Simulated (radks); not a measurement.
Exchange energies: the exact (Fock) value of the Kohn-Sham orbitals and density-functional approximations, in hartree. Species: Sc3+ [Ar]; Ba+ [Xe] 6s1; Cr [Ar] 3d5 4s1. Method: non-relativistic Kohn-Sham, r2SCAN, spin-polarised, spherical densities, point nucleus; meta-GGA in the generalised Kohn-Sham scheme; computed with a radial shooting solver on a logarithmic mesh with Libxc functionals. Every spin shell is full or empty, so the densities are truly spherical. Functionals are evaluated on that one density, not self-consistently.

| functional | Sc3+ | Ba+ | Cr |
|---|---|---|---|
| exact | -37.3294 | -188.988 | -47.6742 |
| LDA | -34.572 | -180.17 | -44.596 |
| PW91 | -37.268 | -188.95 | -47.786 |
| AM05 | -34.890 | -180.73 | -44.924 |
| G96 | -37.364 | -189.64 | -47.904 |
| EV93 | -37.618 | -188.26 | -48.052 |
| APBE | -37.504 | -189.50 | -48.054 |
| TPSS | -37.369 | -188.34 | -47.841 |
| revTPSS | -37.104 | -187.20 | -47.490 |
| MS2 | -37.316 | -187.81 | -47.714 |
| Tao-Mo | -37.218 | -187.41 | -47.607 |
